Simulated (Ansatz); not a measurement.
Cost and result for the atomization energy of CH4O2SeSi (`O=C(O)[SiH2][SeH]`) (9 atoms, 8 bonds).

Cartesian coordinates in Å:
```
O 1.270 0.441 1.759
C 0.350 0.355 0.992
O -0.935 0.406 1.389
Si 0.530 0.135 -0.910
Se -0.405 -1.819 -1.592
H -0.937 0.509 2.354
H -0.093 1.309 -1.569
H 1.973 0.039 -1.211
H -1.753 -1.376 -1.211
```

Total charge 0; spin multiplicity 1. Correlated methods include outer-core shells of Se, which these sets cover unevenly. Scalar relativity is left out up to krypton. The geometry is a stationary point of PBE0-D4/def2-TZVP. It is one conformer, not always the lowest. Program: Ansatz. All runs use 4 threads of an Arm Neoverse V2 on a shared host. Times are those of one run each, without the atoms' runs, and a repeat can differ threefold. Electronic energies, without spin–orbit coupling; frozen cores. CCSD(T)/CBS adds CCSD(T) − MP2 in def2-TZVPP to the MP2 limit, and its time is that of the two runs behind it. T1 = 0.014. With those shells the extrapolation isn't a true limit. B3LYP takes the VWN-RPA correlation (the form of Gaussian; ORCA's B3LYP/G).

CCSD(T)/CBS is a level of theory with its own doubt, some kJ/mol a heavy atom from the limit and from the frozen cores, so smaller differences don't rank the functionals.

```csv
level,functions,wall time
PBE-D4/def2-TZVPP (with forces),239,2.3 s
PBE0-D4/def2-TZVPP,239,3.1 s
r2SCAN-D4/def2-TZVPP (with forces),239,4.7 s
B3LYP-D4/def2-TZVPP (with forces),239,4.8 s
B2PLYP/def2-TZVPP,239,6 s
ωB97X-V/def2-TZVPP,239,8 s
ωB97M-V/def2-TZVPP (with forces),239,12 s
MP2/def2-QZVPP,450,21 s
CCSD(T)/def2-TZVPP,239,3.4 min
CCSD(T)/CBS(def2),–,3.7 min
```

What atomization energy does each give, and how far from CCSD(T)/CBS? (Estimate.)

Ansatz gave: 
| level | atomization (kJ/mol) | difference from CCSD(T)/CBS | per bond |
| --- | --- | --- | --- |
| PBE-D4/def2-TZVPP (with forces) | 3329.3 | 87.8 | 11.0 |
| PBE0-D4/def2-TZVPP | 3225.4 | -16.1 | -2.0 |
| r2SCAN-D4/def2-TZVPP (with forces) | 3253.4 | 11.9 | 1.5 |
| B3LYP-D4/def2-TZVPP (with forces) | 3221.1 | -20.4 | -2.5 |
| B2PLYP/def2-TZVPP | 3187.8 | -53.7 | -6.7 |
| ωB97X-V/def2-TZVPP | 3249.7 | 8.2 | 1.0 |
| ωB97M-V/def2-TZVPP (with forces) | 3236.0 | -5.5 | -0.7 |
| MP2/def2-QZVPP | 3281.4 | 39.9 | 5.0 |
| CCSD(T)/def2-TZVPP | 3134.0 | -107.5 | -13.4 |
| CCSD(T)/CBS(def2) | 3241.5 | 0.0 | 0.0 |

In def2-TZVPP, CCSD(T) changes the Hartree–Fock value by +956.1 kJ/mol (the triples alone add +69.6 kJ/mol) and MP2 by +1040.4 kJ/mol; breaking electron pairs costs correlation energy, which Hartree–Fock lacks. From PBE to PBE0 (25 % exact exchange), in def2-TZVPP and without D4, the atomization energy moves by −100.8 kJ/mol: exact exchange takes away binding that semilocal exchange gives to molecules. The D4 term adds +34.5 kJ/mol with B3LYP and +18.1 kJ/mol with PBE0; it sums over pairs of atoms, weighted by their polarisabilities, and B3LYP, whose exchange is more repulsive, gets the larger term.
